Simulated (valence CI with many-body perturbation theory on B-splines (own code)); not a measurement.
Forbidden lines of Tb²⁴⁺

Computed by valence CI with perturbative core correlation (CI+MBPT): five valence electrons over a frozen Dirac-Fock core [Kr], a basis of 7 s, 7 p, 8 d, 6 f, 4 g, 1 h functions for each j, with the one-electron correlation potential Σ1, the two-electron term Σ2, the three-electron term Σ3, Breit, model QED; selected CI, second order for the rest (own B-spline code, finite nucleus).

No measured spectrum was set against this ion. As an estimate, terms of the open shell hold to 2 to 4 % of their energy, and close levels can change places. Core correlation moves these levels by up to 10000 cm⁻¹, and in measured spectra 5 to 20 % of such shifts remained as error; rates that hang on mixing are uncertain with them. Only levels of the ground parity were solved; by the run's estimate the other parity begins above the list, which can be wrong where configurations are misplaced.

Lines 1 to 50 of 120 in falling wavelength, among levels below 40.504 eV, chosen from the decays that carry over 1 % of a level's rate. Wavelengths and rates use the calculated energies, so an error of 3000 cm⁻¹ moves a line at 599.2 nm by 18 % and its rate by three times that or more. Electric multipoles are in the length gauge, E1 and E2 with the static RPA response of the core. Weak lines are less certain than strong ones. Lines between different terms over intervals too small for the method are left out, as are lines whose strength nearly cancels. Branching is blank where the lifetime is uncertain.

Levels are named by their leading jj configuration (3d3/2^4 stands for four electrons in 3d with j = 3/2), which in mixed levels can hold well under half, so a name can repeat and another be missing. Letters in brackets count levels of one name in rising energy.

```tsv
λ vac (nm)	Upper	Lower	Type	A (s⁻¹)	Branch %
1802	(4d3/2^3 4d5/2^2) J=11/2	(4d3/2^3 4d5/2^2) J=7/2 [a]	E2	1.44e-07	
1364	(4d3/2^3 4d5/2^2) J=9/2	(4d3/2^3 4d5/2^2) J=11/2	M1	5.71e+00	13.8
784.9	(4d3/2^3 4d5/2^2) J=5/2 [b]	(4d3/2^3 4d5/2^2) J=3/2 [a]	M1	2.55e+01	1.3
776.4	(4d3/2^3 4d5/2^2) J=9/2	(4d3/2^3 4d5/2^2) J=7/2 [a]	M1	3.54e+01	85.3
749.4	(4d3/2^2 4d5/2^3) J=13/2	(4d3/2^2 4d5/2^3) J=11/2	M1	1.70e+01	2.5
599.2	(4d3/2^3 4d5/2^2) J=7/2 [b]	(4d3/2^3 4d5/2^2) J=5/2 [b]	M1	5.15e+01	10.9
563.4	(4d3/2^3 4d5/2^2) J=1/2	(4d3/2^3 4d5/2^2) J=3/2 [a]	M1	2.01e+02	99.5
541.6	(4d3/2^2 4d5/2^3) J=7/2 [b]	(4d3/2^2 4d5/2^3) J=5/2 [b]	M1	2.94e+01	1.4
475.5	(4d3/2^2 4d5/2^3) J=5/2 [b]	(4d3/2^3 4d5/2^2) J=3/2 [b]	M1	7.54e+01	1.2
355.6	(4d3/2^3 4d5/2^2) J=7/2 [a]	(4d3/2^3 4d5/2^2) J=5/2 [a]	M1	3.44e+02	19.2
343.8	(4d3/2^2 4d5/2^3) J=3/2 [a]	(4d3/2^2 4d5/2^3) J=5/2 [a]	M1	2.78e+02	2.4
324.3	(4d3/2^3 4d5/2^2) J=3/2 [a]	(4d3/2^3 4d5/2^2) J=5/2 [a]	M1	1.11e+02	1.8
320.2	(4d3/2^2 4d5/2^3) J=7/2 [b]	(4d3/2^2 4d5/2^3) J=9/2 [a]	M1	4.46e+01	2.1
311.1	(4d3/2^3 4d5/2^2) J=7/2 [b]	(4d3/2^3 4d5/2^2) J=7/2 [a]	M1	1.52e+02	32.3
305.1	(4d3/2^2 4d5/2^3) J=9/2 [a]	(4d3/2^3 4d5/2^2) J=7/2 [b]	M1	3.14e+02	10.6
298.4	(4d3/2^2 4d5/2^3) J=3/2 [b]	(4d3/2^2 4d5/2^3) J=3/2 [a]	M1	1.50e+02	4.5
284.9	(4d3/2^2 4d5/2^3) J=9/2 [c]	(4d3/2^2 4d5/2^3) J=7/2 [b]	M1	8.12e+01	2.2
276.3	(4d3/2^3 4d5/2^2) J=3/2 [b]	(4d3/2^3 4d5/2^2) J=1/2	M1	7.93e+01	4.5
256.4	(4d3/2^2 4d5/2^3) J=9/2 [c]	(4d3/2^2 4d5/2^3) J=9/2 [b]	M1	6.36e+02	17.6
248.3	(4d3/2^2 4d5/2^3) J=7/2 [a]	(4d3/2^3 4d5/2^2) J=5/2 [b]	M1	6.78e+02	16.6
247.4	(4d3/2^2 4d5/2^3) J=7/2 [b]	(4d3/2^2 4d5/2^3) J=7/2 [a]	M1	2.50e+02	12.0
242.7	(4d3/2^3 4d5/2^2) J=3/2 [b]	(4d3/2^3 4d5/2^2) J=5/2 [b]	M1	1.95e+02	11.2
240.0	(4d3/2^2 4d5/2^3) J=1/2 [b]	(4d3/2^2 4d5/2^3) J=3/2 [a]	M1	4.65e+02	5.8
236.8	(4d3/2 4d5/2^4) J=7/2 [a]	(4d3/2^2 4d5/2^3) J=5/2 [c]	M1	4.76e+02	3.6
236.1	(4d3/2^2 4d5/2^3) J=5/2 [c]	(4d3/2^3 4d5/2^2) J=3/2 [b]	M1	8.57e+02	10.6
233.4	(4d3/2^2 4d5/2^3) J=7/2 [a]	(4d3/2^3 4d5/2^2) J=9/2	M1	1.09e+03	26.5
231.0	(4d3/2^2 4d5/2^3) J=5/2 [c]	(4d3/2^2 4d5/2^3) J=7/2 [a]	M1	2.26e+02	2.8
229.5	(4d3/2^3 4d5/2^2) J=5/2 [b]	(4d3/2^3 4d5/2^2) J=5/2 [a]	M1	1.93e+03	96.7
227.9	(4d3/2^2 4d5/2^3) J=5/2 [a]	(4d3/2^3 4d5/2^2) J=7/2 [a]	M1	8.82e+02	9.7
222.6	(4d3/2^3 4d5/2^2) J=5/2 [a]	(4d3/2^4 4d5/2) J=5/2	M1	3.06e+03	100.0
219.6	(4d3/2^2 4d5/2^3) J=5/2 [b]	(4d3/2^3 4d5/2^2) J=7/2 [b]	M1	5.07e+02	8.3
215.2	(4d3/2^2 4d5/2^3) J=1/2 [a]	(4d3/2^3 4d5/2^2) J=1/2	M1	2.38e+03	43.3
213.9	(4d3/2^2 4d5/2^3) J=11/2	(4d3/2^3 4d5/2^2) J=9/2	M1	4.71e+02	15.1
204.1	(4d3/2 4d5/2^4) J=7/2 [a]	(4d3/2^2 4d5/2^3) J=9/2 [b]	M1	6.32e+02	4.8
203.4	(4d3/2 4d5/2^4) J=5/2 [a]	(4d3/2^2 4d5/2^3) J=3/2 [a]	M1	9.33e+02	4.8
200.7	(4d3/2^2 4d5/2^3) J=3/2 [b]	(4d3/2^3 4d5/2^2) J=3/2 [b]	M1	4.19e+01	1.3
190.5	(4d3/2^2 4d5/2^3) J=3/2 [a]	(4d3/2^3 4d5/2^2) J=1/2	M1	3.00e+02	2.6
190.4	(4d3/2 4d5/2^4) J=3/2 [a]	(4d3/2^2 4d5/2^3) J=5/2 [c]	M1	4.42e+02	2.6
185.4	(4d3/2^3 4d5/2^2) J=3/2 [b]	(4d3/2^3 4d5/2^2) J=3/2 [a]	M1	3.28e+02	18.7
184.9	(4d3/2^2 4d5/2^3) J=11/2	(4d3/2^3 4d5/2^2) J=11/2	M1	2.65e+03	84.9
181.4	(4d3/2^2 4d5/2^3) J=5/2 [c]	(4d3/2^2 4d5/2^3) J=5/2 [a]	M1	2.61e+02	3.2
179.4	(4d3/2^2 4d5/2^3) J=7/2 [a]	(4d3/2^3 4d5/2^2) J=7/2 [a]	M1	1.39e+03	33.9
179.1	(4d3/2 4d5/2^4) J=11/2	(4d3/2^2 4d5/2^3) J=9/2 [b]	M1	6.91e+02	
173.9	(4d3/2^2 4d5/2^3) J=3/2 [a]	(4d3/2^3 4d5/2^2) J=5/2 [b]	M1	9.71e+02	8.3
168.4	(4d3/2^2 4d5/2^3) J=9/2 [a]	(4d3/2^3 4d5/2^2) J=11/2	M1	1.07e+03	36.3
166.4	(4d3/2^2 4d5/2^3) J=9/2 [b]	(4d3/2^3 4d5/2^2) J=7/2 [b]	M1	6.29e+02	7.3
160.7	(4d3/2^2 4d5/2^3) J=5/2 [b]	(4d3/2^3 4d5/2^2) J=5/2 [b]	M1	3.20e+03	52.5
159.7	(4d3/2^2 4d5/2^3) J=3/2 [b]	(4d3/2^2 4d5/2^3) J=5/2 [a]	M1	5.78e+02	17.4
157.3	(4d3/2 4d5/2^4) J=7/2 [a]	(4d3/2^2 4d5/2^3) J=5/2 [b]	M1	2.07e+03	15.6
156.2	(4d3/2^2 4d5/2^3) J=7/2 [b]	(4d3/2^3 4d5/2^2) J=7/2 [b]	M1	4.74e+02	22.7
```
